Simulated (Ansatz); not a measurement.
Coupled-cluster run, ClH2ISi (`Cl[SiH2]I`).

```yaml
crystal:
  periodic: [false, false, false]
  atoms:
    - {symbol: Cl, position_ang: [-1.726048, 0.445128, -0.894563]}
    - {symbol: Si, position_ang: [-0.015194, 0.070296, 0.158554]}
    - {symbol: I, position_ang: [1.533730, -1.257846, -1.155159]}
    - {symbol: H, position_ang: [-0.371545, -0.691680, 1.372378]}
    - {symbol: H, position_ang: [0.628956, 1.360403, 0.477390]}
basis:
  gaussian: {orbitals: def2-TZVPP}
correlation: {method: ccsd_t}
output: {orbitals: {seedname: orbitals}}
```

```sh
$ ansatz run in.yaml --threads 2 --pin off --events-out ev --progress --plain
```

The program prints (abridged):

```
Functional definition: HF
1123 factors; integrals over basis functions are off by at most 7.3e-4 eV
mean field evaluation 1: about -28472.1395 eV, gradient 1.6e1 eV
mean field evaluation 2: about -28472.2752 eV, gradient 1.6e1 eV
mean field evaluation 4: about -28473.2483 eV, gradient 2.5e0 eV
mean field evaluation 8: about -28473.2737 eV, gradient 1.9e-1 eV
mean field -28473.27391646 eV, -1046.3735165518 hartree, gradient 3.4e-6 eV, S^2 0.000000; 0 other end points of the search recorded, 0 dependent functions left out
14 core orbitals not correlated: weight in the atoms' cores, before any rotation towards them, 1.000 or more for the frozen orbitals, at most 0.000 for the correlated occupied ones
reference -28473.27391646 eV, -1046.3735165518 hartree; 15, 15 occupied and 133, 133 virtual orbitals, 1123 factors
second order -21.97169075 eV of doubles, -0.00000000 eV of singles
cycle   1  -21.42809211 eV  change    5.4e-1 eV  update   8.8e-2
cycle   2  -21.96544187 eV  change   -5.4e-1 eV  update   2.4e-2
cycle   3  -22.01272355 eV  change   -4.7e-2 eV  update   1.0e-2
cycle   4  -21.99538582 eV  change    1.7e-2 eV  update   2.2e-3
cycle   5  -21.99610835 eV  change   -7.2e-4 eV  update   1.0e-3
cycle   6  -21.99637545 eV  change   -2.7e-4 eV  update   2.5e-4
cycle   7  -21.99613039 eV  change    2.5e-4 eV  update   8.5e-5
cycle   8  -21.99613813 eV  change   -7.7e-6 eV  update   2.6e-5
perturbative correction -0.65246908 eV, -0.0239777963 hartree
Total energy: -28495.92252367 eV, -1047.2058375149 hartree
```

Hardware: 2 threads of a server CPU on a shared host. Wall time 8.5 s, peak host memory 1 GiB.

The correlation energy is -22.649 eV, 2.9 % of it from (T); the T1 diagnostic reads 0.0082.
